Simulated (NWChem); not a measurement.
Molecule: SnCl₄; SMILES [Sn]([Cl])([Cl])([Cl])[Cl]

```xyz
5

Cl    -1.3375     1.3375    -1.3376
Sn     0.0000     0.0000     0.0000
Cl     1.3375    -1.3375    -1.3376
Cl    -1.3375    -1.3375     1.3376
Cl     1.3375     1.3375     1.3376
```
Atoms are numbered in this order, from 1.

Computed with NWChem. Coordinates come from a PBE0/def2-SVP optimisation. def2 effective core potentials on Sn; no spin-orbit coupling.

Q: Estimate the computed values for PBE0/def2-SVP (core potentials). Quantities: highest occupied level (eV); orbital gap (eV).

A: 
| Quantity | Result |
|---|---|
| highest occupied level (eV) | -9.62 |
| orbital gap (eV) | 6.20 |
